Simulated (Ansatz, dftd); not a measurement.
Reaction: SiH2Cl2 (SMILES [SiH2](Cl)Cl) → SiH2Cl (SMILES [SiH2]Cl, doublet) + Cl (doublet) (the Cl-Si bond breaks)
Each species at its own B3LYP-D3(BJ)/def2-TZVP minimum (Ansatz, a first-principles code).

Wanted: bond dissociation energy (electronic), in kJ/mol. Radicals and triplets start from unrestricted determinants; spin-orbit coupling is neglected. Correlated methods leave the cores frozen. Rows without X2C or -DK are non-relativistic. CBS(X,Y): correlation extrapolated as X^-3, Hartree-Fock from the larger set (Q,5: extrapolated as (X+1)exp(-9√X)). A bracket is a step between two methods taken in the basis named. Functionals run without relativity, which enters their misses. Double hybrids freeze cores in their MP2 part. '+ core + X2C': CCSD(T) terms for core correlation (cc-pwCVTZ, 1s frozen past Ne) and scalar relativity (cc-pVTZ-DK).

| level | program | bond dissociation energy (kJ/mol) | difference against the last row |
|---|---|---|---|
| PBE-D4/def2-TZVPD | Ansatz + dftd4 | 462.4 | -15.3 |
| B3LYP-D3(BJ)/def2-TZVPD | Ansatz + dftd3 | 451.7 | -26.0 |
| r2SCANh-D4/def2-TZVPD | Ansatz + dftd4 | 458.3 | -19.4 |
| B2PLYP/def2-TZVPD | Ansatz | 455.0 | -22.7 |
| B2GP-PLYP-D3(BJ)/def2-TZVPD | Ansatz + dftd3 | 464.7 | -13.0 |
| B2GP-PLYP-D4/def2-TZVPD | Ansatz + dftd4 | 461.7 | -16.0 |
| MP2/cc-pV(5+d)Z | Ansatz | 496.1 | 18.4 |
| MP2/CBS(cc-pV(T+d)Z,cc-pV(Q+d)Z) | Ansatz | 499.9 | 22.2 |
| MP2/CBS(cc-pV(Q+d)Z,cc-pV(5+d)Z) | Ansatz | 501.3 | 23.6 |
| CCSD/cc-pV(D+d)Z | Ansatz | 418.7 | -59.0 |
| CCSD/cc-pV(Q+d)Z | Ansatz | 458.2 | -19.5 |
| CCSDT(Q)/cc-pV(D+d)Z | Ansatz | 424.4 | -53.3 |
| CCSD(T)/CBS(cc-pV(Q+d)Z,cc-pV(5+d)Z) + [CCSDT(Q) - CCSD(T)]/cc-pV(D+d)Z + core + X2C | Ansatz | 477.7 | 0.0 |
